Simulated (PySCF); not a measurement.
Vertical excitations of a molecule C₁₀H₁₀ from TDDFT-PBE0/def2-SVP (PySCF), as energy in eV (oscillator strength): 3.54 (0.000), 3.54 (0.000), 5.20 (0.037), 5.20 (0.037), 5.31 (0.000), 5.31 (0.000), 5.87 (0.677), 5.87 (0.677), 5.88 (0.000), 5.88 (0.000). Lowest triplet (TDA): 2.01 eV. Geometry: PBE0-D3(BJ)/def2-SVP. Other conformers were not sampled.

Task: Which structure fits?
A. C=CC(=C)c1ccccc1
B. C=Cc1ccccc1C=C
C. C=Cc1cccc(C=C)c1
D. C=C1C(=C)C(=C)C(=C)C1=C

Result: D, C=C1C(=C)C(=C)C(=C)C1=C
